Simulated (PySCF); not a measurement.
Geometry (Å), atoms numbered from 1 in this order:
```xyz
20

C    -5.0298   -0.3704   -0.5126
C    -5.8213   -1.5711   -1.0042
C    -7.2939   -1.7060   -0.5630
C    -7.8831   -2.9854   -1.1401
C    -7.4952   -1.5905    0.9376
S    -8.1580   -0.2842   -1.3589
O    -7.8651    0.9495   -0.6543
O    -8.0100   -0.3798   -2.7982
Cl  -10.1900   -0.7057   -0.9298
H    -3.9900   -0.4489   -0.8623
H    -5.0046   -0.3133    0.5854
H    -5.4387    0.5784   -0.8862
H    -5.7925   -1.6193   -2.1044
H    -5.3426   -2.4991   -0.6465
H    -7.3134   -3.8387   -0.7424
H    -8.9368   -3.1097   -0.8582
H    -7.8071   -2.9966   -2.2365
H    -8.5558   -1.7060    1.2018
H    -7.1467   -0.6240    1.3234
H    -6.9266   -2.3938    1.4310
```

Geometry: PBE0-D3(BJ)/def2-SVP; GIAO absolute shieldings from PySCF 2.14.0 with density-fitted response routines, gas phase, non-relativistic, averaged over equivalent atoms.

At B3LYP/pcSseg-1 (222 basis functions, 37 s wall time on 1 thread of an Arm Neoverse V2, shared host):
```json
{"atoms": "C3", "σ (ppm)": "90.9"}
{"atoms": "C2", "σ (ppm)": "142.8"}
{"atoms": "C4/C5", "σ (ppm)": "154.2"}
{"atoms": "C1", "σ (ppm)": "167.4"}
{"atoms": "S6", "σ (ppm)": "62.7"}
{"atoms": "O7/O8", "σ (ppm)": "-2.6"}
{"atoms": "Cl9", "σ (ppm)": "307.2"}
{"atoms": "H13/H14", "σ (ppm)": "29.72"}
{"atoms": "H15/H16/H17/H18/H19/H20", "σ (ppm)": "29.87"}
{"atoms": "H10/H11/H12", "σ (ppm)": "30.29"}
```

Predict the values at PBE0/pcSseg-1 on the same geometry.

## Answers


```csv
atoms,σ at PBE0/pcSseg-1,change
C3,99.6,+8.7
C2,149.6,+6.8
C4/C5,160.1,+5.9
C1,173.2,+5.8
S6,86.6,+23.9
O7/O8,6.0,+8.6
Cl9,344.4,+37.2
H13/H14,29.64,-0.08
H15/H16/H17/H18/H19/H20,29.78,-0.09
H10/H11/H12,30.20,-0.09
```

The largest change is at Cl9 (chlorine bonded to S). Cost: 222 basis functions, 39 s wall time on 1 thread of an Arm Neoverse V2, shared host. The order of the carbon signals is the same at both levels.
